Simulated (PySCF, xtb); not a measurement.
SiFCl, SMILES F[Si]Cl (connectivity only; charge and spin as stated), neutral, multiplicity 1.

GFN2-xTB (xtb) at its own geometry gives an orbital gap of 3.12 eV and a dipole moment of 0.80 D.

Geometry optimised at PBE0-D3(BJ)/def2-TZVP.

Question: What does PBE0/def2-TZVPD (PySCF) give? (An estimate is asked for; the answer gives what the named calculation found.)

Answer: gap 5.44 eV (levels -8.04 and -2.60 eV), dipole 1.04 D.
